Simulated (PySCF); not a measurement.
A calculated (r2SCAN, PySCF 2.14, cc-pV5Z, the non-relativistic Hamiltonian (point nucleus)) atom or ion has these occupied shells.

| shell | electrons | orbital energy (eV) | rms radius, mean of both spins (bohr) |
| --- | --- | --- | --- |
| 1s α | 1 | -406.09 | 0.267 |
| 1s β | 1 | -404.54 | 0.267 |
| 2s α | 1 | -34.658 | 1.37 |
| 2s β | 1 | -30.225 | 1.37 |
| 2p α | 2 | -22.802 | 1.39 |

Name the element and its charge.

N⁺ (nitrogen, charge +1), in [He] 2s2 2p2, high-spin 3P determinant.
